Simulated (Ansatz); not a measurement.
Geometry optimisation, Ansatz 0.2.0, UKS B3LYP/def2-SVP.

Input:

```yaml
crystal:
  periodic: [false, false, false]
  atoms:
    - { symbol: B, position_ang: [-0.2691, -0.8627, -0.0326] }
    - { symbol: Br, position_ang: [0.6271, -1.0943, -2.2273] }
    - { symbol: H, position_ang: [-1.4171, -1.0125, -0.1779] }
    - { symbol: H, position_ang: [0.3732, -1.5936, 0.6117] }
    - { symbol: H, position_ang: [0.3045, 0.0974, -0.6605] }
    - { symbol: C, position_ang: [0.0897, 0.892, 0.4646] }
    - { symbol: H, position_ang: [-0.4331, 1.6953, -0.0446] }
    - { symbol: H, position_ang: [-0.3981, 0.7148, 1.4155] }
    - { symbol: H, position_ang: [1.123, 1.1636, 0.651] }
magnetization:
  spin_polarized: true
basis:
  gaussian: { orbitals: def2-SVP }
hamiltonian:
  xc: b3lyp
relax:
  f_tol: 0.15
  max_steps: 25
  restrain:
    - { distance: [0, 5], at: 2.9, k: 30.0 }
    - { distance: [4, 1], at: 2.81, k: 30.0 }
    - { distance: [0, 1], at: 2.04, k: 30.0 }
    - { distance: [4, 5], at: 1.07, k: 30.0 }
output:
  orbitals: {}
```

Launched with:

```bash
$ ansatz run input.yaml --threads 2 --pin off --max-ram 3072MiB --backend cpu --events-out ev --progress --plain --runs-dir out
```

**Question.** Where does it end, and by what steps?

**Answer.** It converged. The restraints hold the end off the free minimum. After 8 steps the energy has fallen by 1.503 eV (the restraints' own energy left out); B1 moved furthest, 0.73 Å. Parted: B1–H5 (1.28 → 2.25 Å). Joined: H5–C6 (1.39 → 1.09 Å).

```
step  energy less start (eV)  largest force component (eV/Å)  accepted
   0                  0.0000                           1.515       yes
   1                 -0.2943                           2.796       yes
   2                 -0.5425                           3.559       yes
   3                 -0.6953                           2.716       yes
   4                 -1.1082                           2.914       yes
   5                 -1.2607                           2.053       yes
   6                 -1.4543                           1.049       yes
   7                 -1.5002                           1.179       yes
   8                 -1.5028                           1.200       yes
```

```xyz
9
Properties=species:S:1:pos:R:3
B -0.306 -1.512 -0.373
Br 0.465 -1.524 -2.218
H -1.481 -1.299 -0.282
H 0.424 -1.821 0.523
H 0.313 0.647 -0.437
C 0.177 1.225 0.473
H -0.356 2.149 0.210
H -0.404 0.669 1.220
H 1.168 1.465 0.883
```

The run took 21 s on 2 threads of AMD EPYC 7R13 Processor (Zen 3) (shared host), peak memory 0.27 GiB.
